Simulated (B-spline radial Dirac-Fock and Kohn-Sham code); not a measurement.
Binding energies of W⁴¹⁺ at several levels of theory

System: W⁴¹⁺, 1s2 2s2 2p6 3s2 3p6 3d10 4s2 4p3.

The density-functional columns are spherical, spin-unpolarised Dirac-Kohn-Sham results without Breit or QED terms: −ε is minus the orbital energy of the initial state and ΔSCF the difference of two total energies. The reference in the last column comes from multi-electron Dirac-Fock with separately optimised hole states, Breit and Lamb-shift corrections added in first order. All numbers are from a radial finite-basis atomic code, in eV; a selection of levels is shown. For the 1s level of heavy atoms much of the gap between ΔSCF and the reference is the Breit and QED part, -350.1 eV here; for other levels the error of the functional can be larger.

| level | LDA −ε | LDA ΔSCF | Dirac-Fock |
| --- | --- | --- | --- |
| K | 71244.8 | 71832.1 | 71494.8 |
| L1 | 13870.9 | 14003.7 | 14059.9 |
| L3 | 12006.0 | 12149.9 | 12160.0 |
| M1 | 4585.1 | 4641.1 | 4691.6 |
| M3 | 4058.0 | 4113.2 | 4143.0 |
| M4 | 3686.8 | 3749.6 | 3747.9 |
| M5 | 3619.9 | 3681.5 | 3682.5 |
| N1 | 2165.6 | 2194.5 | 2191.7 |
| N2,3 | 2004.1 | 2032.3 | 2026.8 |

Values without a named source are computed, but for edge energies of neutral atoms, which are taken from tables.
